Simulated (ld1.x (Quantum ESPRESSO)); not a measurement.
**An all-electron radial function and its pseudo partner (nickel)**

Columns: radius, all-electron u(r) and pseudo u(r) of the 3s shell (level -112.11 eV) of nickel in the configuration [Ne] 3s2 3p6 3d8 4s1.5 4p0.5; PBE, scalar-relativistic, TM scheme, ld1.x (Quantum ESPRESSO) 7.5.

```
r (bohr)  all-electron  pseudo
   0.065        0.0673  0.0861
   0.130       -0.5912  0.1807
   0.195       -0.6484  0.2931
   0.260       -0.2945  0.4319
   0.325        0.1864  0.6020
   0.390        0.6269  0.7980
   0.455        0.9587  0.9981
   0.520        1.1701  1.1665
   0.585        1.2753  1.2699
   0.650        1.2985  1.2974
   0.715        1.2635  1.2635
   0.780        1.1910  1.1910
   0.845        1.0970  1.0970
   0.910        0.9928  0.9928
   0.975        0.8865  0.8865
   1.040        0.7832  0.7832
   1.105        0.6861  0.6861
   1.170        0.5969  0.5969
   1.235        0.5164  0.5164
   1.300        0.4447  0.4447
   1.365        0.3814  0.3814
   1.430        0.3260  0.3260
   1.495        0.2779  0.2779
   1.560        0.2362  0.2362
   1.625        0.2005  0.2005
   1.690        0.1698  0.1698
```

Task: How many radial nodes do the two functions have?

Result: The all-electron 3s function has n − l − 1 = 2; the pseudo-wave has 0, since the states of the same l below it are removed with the core.

Task: At about which radius was the pseudo-wave matched?

Result: 0.75 bohr, where the columns begin to agree (steps of 0.07 bohr).

Task: Where does each function peak?

Result: Outermost all-electron maximum near 0.65 bohr, pseudo maximum near 0.65 bohr (to the table’s step).

Task: Is the pseudo-wave norm-conserving?

Result: Yes: the TM scheme keeps the norm inside the radius equal to the all-electron one, which fixes the energy derivative of the logarithmic derivative at the level.
